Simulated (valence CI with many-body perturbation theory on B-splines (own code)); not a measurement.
## Gd50+: calculated level list

Level of theory: configuration interaction combined with many-body perturbation theory (CI+MBPT): four valence electrons over a frozen Dirac-Fock core [Ne], radial functions for each j: 11 s, 11 p, 9 d, 7 f, 5 g, 2 h, 1 i, with the one-electron correlation potential Σ1, the two-electron term Σ2, the three-electron term Σ3, Breit, model QED; selected CI, second order for the rest (own B-spline code, finite nucleus).

The last digits are not significant, and no measured levels were compared; by estimate large intervals hold to a few tenths of a per cent, small ones and those within an open d or f shell to about a per cent.

Levels 46 to 65 of 65, with energies above the lowest level, (3s^2 3p1/2^2) J=0. "Leading %" is the weight of the configuration and term that name the level; weights of strongly mixed levels are sums over their largest components and can fall short. In the jj column 3d3/2^4 stands for four electrons in 3d with j = 3/2.

| No. | Configuration | Term | J | E (× 10³ cm⁻¹) | Leading % | Second component | g | Leading jj |
| --- | --- | --- | --- | --- | --- | --- | --- | --- |
| 46 | 3s 3p2 3d | 3G | 5 | 5679.4 | 54 | 46 % 3s 3p2 3d 5F | 1.282 | 3s 3p1/2 3p3/2 3d5/2 (98 %) |
| 47 | 3s 3p2 3d | 3D | 1 | 5705.3 | 58 | 13 % 3s 3p2 3d 3P | 0.929 | 3s 3p1/2 3p3/2 3d3/2 (65 %) |
| 48 | 3s 3p3 | 1P° | 1 | 5705.5 | 39 | 25 % 3s 3p3 3S° | 1.196 | 3s 3p3/2^3 (95 %) |
| 49 | 3s 3p2 3d | 3F | 3 | 5747.7 | 44 | 18 % 3s 3p2 3d 5D | 1.238 | 3s 3p1/2 3p3/2 3d5/2 (88 %) |
| 50 | 3s 3p2 3d | 3P | 0 | 5762.1 | 69 | 16 % 3s2 3d2 3P |  | 3s 3p1/2 3p3/2 3d3/2 (62 %) |
| 51 | 3s 3p2 3d | 3F | 2 | 5764.4 | 36 | 14 % 3s 3p2 3d 1D | 0.949 | 3s 3p1/2 3p3/2 3d3/2 (75 %) |
| 52 | 3s 3p2 3d | 3D | 3 | 5819.8 | 61 | 8 % 3s 3p2 3d 3F | 1.290 | 3s 3p1/2 3p3/2 3d5/2 (89 %) |
| 53 | 3s 3p2 3d | 3P | 1 | 5825.9 | 45 | 19 % 3s 3p2 3d 3D | 1.142 | 3s 3p1/2 3p3/2 3d5/2 (55 %) |
| 54 | 3s 3p2 3d | 1G | 4 | 5834.4 | 41 | 36 % 3s 3p2 3d 3F | 1.160 | 3s 3p1/2 3p3/2 3d5/2 (86 %) |
| 55 | 3s 3p2 3d | 1D | 2 | 5850.3 | 32 | 12 % 3s 3p2 3d 3F | 1.134 | 3s 3p1/2 3p3/2 3d5/2 (78 %) |
| 56 | 3s 3p2 3d | 3D | 3 | 5916.6 | 36 | 24 % 3s 3p2 3d 3F | 1.187 | 3s 3p1/2 3p3/2 3d5/2 (90 %) |
| 57 | 3s 3p2 3d | 3F | 4 | 5931.3 | 43 | 38 % 3s 3p2 3d 3G | 1.137 | 3s 3p1/2 3p3/2 3d5/2 (90 %) |
| 58 | 3s 3p2 3d | 3D | 1 | 5951.0 | 43 | 25 % 3s 3p2 3d 1P | 0.867 | 3s 3p1/2 3p3/2 3d5/2 (90 %) |
| 59 | 3s 3p2 3d | 3P | 1 | 6032.2 | 34 | 27 % 3s 3p2 3d 3S | 1.380 | 3s 3p1/2 3p3/2 3d5/2 (90 %) |
| 60 | 3s 3p2 3d | 1F | 3 | 6043.0 | 36 | 35 % 3s 3p2 3d 3F | 1.081 | 3s 3p1/2 3p3/2 3d5/2 (86 %) |
| 61 | 3s 3p2 3d | 3D | 2 | 6050.8 | 22 | 13 % 3s 3p2 3d 1D | 1.163 | 3s 3p1/2 3p3/2 3d5/2 (79 %) |
| 62 | 3s 3p2 3d | 3P | 0 | 6065.6 | 41 | 35 % 3s 3p2 3d 1S |  | 3s 3p1/2 3p3/2 3d5/2 (74 %) |
| 63 | 3s 3p2 3d | 3D | 2 | 6098.1 | 27 | 15 % 3s 3p2 3d 3P | 1.029 | 3s 3p1/2 3p3/2 3d5/2 (59 %) |
| 64 | 3s2 3d2 | 3F | 2 | 6114.1 | 38 | 18 % 3s 3p2 3d 1D | 0.964 | 3s^2 3d3/2^2 (44 %) |
| 65 | 3s2 3d2 | 3P | 0 | 6265.4 | 58 | 18 % 3s 3p2 3d 3P |  | 3s^2 3d3/2^2 (71 %) |
